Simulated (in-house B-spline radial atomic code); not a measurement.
**Ionising Nb II (Nb+) with different functionals**

Computed with a radial B-spline atomic code at the basis-set limit: four-component Dirac-Coulomb Hamiltonian, Fermi nucleus of rms radius 4.324 fm, spin-restricted, spherical fractional occupations for the functionals. The ionisation energy is the difference of two self-consistent energies, [Kr] 4d4 → [Kr] 4d3, without Breit or QED terms; ε is the level of the shell that loses the electron (mean over j). The electron is taken from both j subshells in proportion to 2j + 1, so the result is a j average, not the step between ground levels.

Hybrids are left out here: with spherical fractional occupations of an open shell their exact exchange keeps a self-interaction that integer-occupation calculations don't have.

```json
{"method": "LDA VWN5", "rung": "LDA", "ΔSCF (eV)": "14.28", "-ε(4d) (eV)": "9.55"}
{"method": "relativistic LDA", "rung": "LDA", "ΔSCF (eV)": "14.28", "-ε(4d) (eV)": "9.56"}
{"method": "LDA PW92", "rung": "LDA", "ΔSCF (eV)": "14.27", "-ε(4d) (eV)": "9.55"}
{"method": "LDA exchange-only", "rung": "LDA", "ΔSCF (eV)": "13.02", "-ε(4d) (eV)": "8.40"}
{"method": "PBE", "rung": "GGA", "ΔSCF (eV)": "14.04", "-ε(4d) (eV)": "9.31"}
{"method": "PBEsol", "rung": "GGA", "ΔSCF (eV)": "14.03", "-ε(4d) (eV)": "9.31"}
{"method": "BLYP", "rung": "GGA", "ΔSCF (eV)": "13.99", "-ε(4d) (eV)": "9.27"}
{"method": "RPBE", "rung": "GGA", "ΔSCF (eV)": "13.96", "-ε(4d) (eV)": "9.22"}
{"method": "PW91", "rung": "GGA", "ΔSCF (eV)": "14.09", "-ε(4d) (eV)": "9.36"}
{"method": "BP86", "rung": "GGA", "ΔSCF (eV)": "14.16", "-ε(4d) (eV)": "9.45"}
{"method": "AM05", "rung": "GGA", "ΔSCF (eV)": "14.00", "-ε(4d) (eV)": "9.28"}
{"method": "OLYP", "rung": "GGA", "ΔSCF (eV)": "13.91", "-ε(4d) (eV)": "9.12"}
```

Question: How do they compare with the NIST value?

Answer: NIST lists 14.320 eV (semi-empirical, ground level to ground level). Errors run from -1.30 to -0.04 eV; relativistic LDA is closest (-0.04 eV), but part of that can be cancellation, since the calculations leave out Breit-QED terms, spin polarisation, the choice among j levels, multiplet and fine-structure energies.
